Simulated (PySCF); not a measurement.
Species: C3H3BrF2Si.
Atom-mapped SMILES: `[F:1][SiH2:2][C@@:3]1([Br:4])[CH:5]=[C:6]1[F:7]` (hydrogens: H8, H9 on Si2; H10 on C5)

Structure used (PBE0-D3(BJ)/def2-SVP), in Å, numbered top down from 1:
```xyz
10
C3H3BrF2Si angstrom
F     -1.0116    0.1645    2.0843
Si    -1.4068    0.1004    0.5040
C      0.2040   -0.0415   -0.4476
Br    -0.3999   -0.0748   -2.3787
C      1.5316    0.5891   -0.1206
C      1.4405   -0.7047   -0.1068
F      1.9931   -1.8615    0.0547
H     -2.2517   -1.0991    0.2783
H     -2.0933    1.3660    0.1419
H      2.0444    1.5414   -0.0306
```

The calculation used PySCF 2.14.0, PBE0-D3(BJ)/def2-SVP geometry optimisation, gas phase.

Take the most abundant isotopes and a rigid rotor. The values belong to one conformer with, in the numbering `[F:1][SiH2:2][C@@:3]1([Br:4])[CH:5]=[C:6]1[F:7]`, F1–Si2–C3–Br4 -179°.

Q: Give the principal moments of inertia and the rotational constants in GHz.

A: Ia = 304.48, Ib = 475.20, Ic = 692.39 u·Å²; 505379 MHz·u·Å²/I gives 1660, 1064 and 729.9 MHz, that is A = 1.6598, B = 1.0635, C = 0.7299 GHz.

Q: Classify the top.

A: An asymmetric top; Ray's κ = -0.283.

Q: What does the inertial defect say?

A: Not planar: Δ = Ic − Ia − Ib = -87.29 u·Å². For a rigid frame Δ = −2 Σ m c², so Σ m c² = 43.64 u·Å² lies off the ab plane: 9.18 from hydrogen and 34.46 from heavier atoms. The atom farthest from that plane is 2.43 Å away.

Q: Give the other two planar moments, Paa and Pbb, and the rms extents of the mass along the axes.

A: Paa = Σ m a² = (Ib + Ic − Ia)/2 = 431.55 and Pbb = Σ m b² = (Ia + Ic − Ib)/2 = 260.83 u·Å². With the mass M = 183.92 u, the rms extents √(P/M) along a, b and c are 1.53, 1.19, 0.49 Å.

Q: List the rotational levels J(Ka,Kc) to J = 5 (MHz).

A: Above 0(0,0):
J = 1: 1(0,1) 1793, 1(1,1) 2390, 1(1,0) 2723
J = 2: 2(0,2) 5275, 2(1,2) 5643, 2(1,1) 6644, 2(2,1) 8433, 2(2,0) 8538
J = 3: 3(0,3) 10287, 3(1,3) 10465, 3(1,2) 12444, 3(2,2) 13813, 3(2,1) 14286, 3(3,1) 17687, 3(3,0) 17709
J = 4: 4(0,4) 16739, 4(1,4) 16810, 4(1,3) 20000, 4(2,3) 20902, 4(2,2) 22094, 4(3,2) 25022, 4(3,1) 25167, 4(4,1) 30229, 4(4,0) 30232
J = 5: 5(0,5) 24621, 5(1,5) 24647, 5(1,4) 29140, 5(2,4) 29637, 5(2,3) 31884, 5(3,3) 34182, 5(3,2) 34692, 5(4,2) 39428, 5(4,1) 39462, 5(5,1) 46083, 5(5,0) 46084
Those of J = 1 are B + C, A + C and A + B.

Q: Predict some low-J microwave lines.

A: The dipole components are |μa| = 0.51 D, |μb| = 0.79 D, |μc| = 1.26 D. Intensities carry the squares of the components, which stand as 0.16 : 0.40 : 1.00 (a : b : c). Some of the stronger lines:

| type | branch | J(Ka,Kc) | MHz | lower level (cm⁻¹) |
| --- | --- | --- | --- | --- |
| a | Q | 1(1,0) ← 1(1,1) | 334 | 0.080 |
| c | Q | 2(1,2) ← 2(0,2) | 368 | 0.176 |
| c | Q | 1(1,1) ← 1(0,1) | 596 | 0.060 |
| b | Q | 1(1,0) ← 1(0,1) | 930 | 0.060 |
| a | Q | 2(1,1) ← 2(1,2) | 1001 | 0.188 |
| b | Q | 2(1,1) ← 2(0,2) | 1369 | 0.176 |
| c | Q | 2(2,1) ← 2(1,1) | 1789 | 0.222 |
| a | R | 1(0,1) ← 0(0,0) | 1793 | 0.000 |
| b | Q | 2(2,0) ← 2(1,1) | 1895 | 0.222 |
| b | R | 1(1,1) ← 0(0,0) | 2390 | 0.000 |
| c | R | 1(1,0) ← 0(0,0) | 2723 | 0.000 |
| b | Q | 2(2,1) ← 2(1,2) | 2790 | 0.188 |
| b | R | 2(0,2) ← 1(1,1) | 2885 | 0.080 |
| a | R | 2(1,2) ← 1(1,1) | 3253 | 0.080 |
| a | R | 2(0,2) ← 1(0,1) | 3481 | 0.060 |
| b | R | 2(1,2) ← 1(0,1) | 3850 | 0.060 |
| a | R | 2(1,1) ← 1(1,0) | 3920 | 0.091 |
| c | R | 2(1,1) ← 1(0,1) | 4850 | 0.060 |
| b | R | 2(2,1) ← 1(1,0) | 5709 | 0.091 |
| c | R | 2(2,0) ← 1(1,0) | 5815 | 0.091 |
| c | R | 2(2,1) ← 1(1,1) | 6043 | 0.080 |
| b | R | 2(2,0) ← 1(1,1) | 6149 | 0.080 |

Q: Estimate the classical rotational partition function at 50 K, 100 K and 500 K.

A: Point group C1, symmetry number σ = 1; q = (√π/σ)·√((kT/h)³/(ABC)), k/h = 20836.6 MHz/K: 52500 at 50 K, 149000 at 100 K, 1660000 at 500 K.

Whether it is a minimum is left open (no frequencies). Zero-point vibration and centrifugal distortion are left out. Quadrupole hyperfine structure (79Br) is left out.

On Arm Neoverse N1, one thread, shared host with 64 logical CPUs at a one-minute load of 46, this took 81 s and 0.53 GiB of memory at its peak. That covers the optimisation of the geometry.
